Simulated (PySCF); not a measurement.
Sb4, SMILES [Sb]12[Sb]3[Sb]1[Sb]23 (connectivity only; charge and spin as stated), charge +1, multiplicity 2.

Geometry: PBE0-D3(BJ)/def2-SVP. The spin state was assumed, not searched. The def2 effective core potentials stand for the cores of Sb; spin–orbit coupling is left out.

Two levels are set side by side: PBE/def2-TZVP (PySCF) and CAM-B3LYP/def2-TZVP (PySCF). Same geometry, gas phase. Differences are taken from unrounded values.

```csv
quantity,CAM-B3LYP,PBE,PBE minus CAM-B3LYP
α-spin orbital gap (eV),5.94,2.65,-3.29
β-spin orbital gap (eV),4.51,1.07,-3.44
mean polarisability (bohr³),151.2,150.5,-0.7
```

Rough cost on one machine, each run with all the roots and properties that it gave: CAM-B3LYP against PBE within a factor of 2.
